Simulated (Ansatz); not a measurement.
Computed with Ansatz on PBE0-D4/def2-TZVP structures; ΔE is electronic, products minus reactants. CCSD(T)/CBS adds triple-zeta CCSD(T) − MP2 to the extrapolated MP2 energy (def2 sets, frozen cores). DFT in def2-TZVPP. One conformer a species, not always the lowest.

Reaction (isomerisation): `O=COC[SiH3]` → `C1OC[SiH2]O1`

CCSD(T)/CBS gives -77.0 kJ/mol.

Q: Another level gave -62.9 kJ/mol. Which?
A. SCS-MP2/def2-TZVPP
B. B2PLYP/def2-TZVPP
C. PBE/def2-TZVPP
D. MP2/def2-TZVPP

A: B. B2PLYP -62.9, SCS-MP2/def2-TZVPP -71.9, PBE -54.4, MP2/def2-TZVPP -76.3 kJ/mol.

Largest T1 diagnostic among the species: 0.015.

From PBE to PBE0 (25 % exact exchange), in def2-TZVPP and without D4, ΔE moves by −17.4 kJ/mol. In def2-TZVPP, CCSD(T) changes the Hartree–Fock value by −4.7 kJ/mol (the triples alone add +4.0 kJ/mol) and MP2 by −9.8 kJ/mol.
